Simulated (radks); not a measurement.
Dynamic dipole polarisability and lines of the phosphorus ion P3+, [Ne] 3s2. All-electron calculation, non-relativistic Kohn-Sham, LDA (Slater exchange, Perdew-Wang correlation), spin-polarised, spherical densities, point nucleus. Program: a radial shooting solver on a logarithmic mesh with Libxc functionals. Time-dependent linear response with the Hartree and adiabatic LDA kernel, continuum included through the Sternheimer equations. Lines are the poles of the dipole polarisability below minus the highest occupied eigenvalue, found on a grid refined at the orbital gaps; the lowest seven at most are given, and weak or close lines can be missed. The first line takes the name of the lowest orbital gap if no other gap lies below it; otherwise a line is named after a gap within 0.6 % of it, if that gap stands alone.

photon energy (eV)  alpha (bohr^3)
0                            6.485
3.746                        7.042
8.240                        10.57
12.735                       110.1
17.230                      -8.348
21.725                      -3.291
26.220                      -1.713
30.714                      0.3107
35.209                     -0.8349
39.704                     -0.5841

Lines (eV, oscillator strength): 13.114 (94.54 nm, 3s-3p), f = 1.45; 31.196 (39.74 nm, 3s-4p), f = 0.0586; 37.874 (32.74 nm, 3s-5p), f = 0.0251. Higher lines, where found, are left out when the end of the mesh affects them. Those listed give 97 % of the static polarisability (sum of f/w^2). Orbital energy gaps for comparison: 3s-3p 10.081 eV; 3s-4p 31.313 eV; 3s-5p 37.911 eV. At laser wavelengths: 1550 nm 6.509, 1064 nm 6.535, 780 nm 6.579, 532 nm 6.690, 355 nm 6.964, 266 nm 7.391, 193 nm 8.463 bohr^3.
